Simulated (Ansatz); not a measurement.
Basis-set extrapolation for `C[C@@]1(F)N[Si@@H]1N` (PBE0-D4/def2-TZVP geometry, frozen core, Ansatz 0.2.0). Multiplicity 1, RHF reference.

```json
{"": "HF", "def2-TZVPP": "-577.220721", "def2-QZVPP": "-577.243681"}
{"": "MP2 correlation", "def2-TZVPP": "-1.125192", "def2-QZVPP": "-1.210950"}
{"": "CCSD(T) correlation", "def2-TZVPP": "-1.207612", "def2-QZVPP": "not run"}
```

Energies in hartree. Use E(X) = E(∞) + A·exp(−7.88·√X) for Hartree–Fock and E(X) = E(∞) + B·X^(−2.97) for correlation, with X = 3 and 4, and add CCSD(T) minus MP2 of the smaller set to the MP2 limit.

Q: What is the CCSD(T) energy at the basis-set limit?

A: HF limit: -577.243681 + (-0.022960) × 0.13774 = -577.24684. MP2 limit: -1.210950 + (-0.085758) × 0.74074 = -1.27447. Higher-order term: -1.207612 − (-1.125192) = -0.08242. Total: -578.60373 hartree, 110.1 kcal/mol below CCSD(T)/def2-TZVPP.
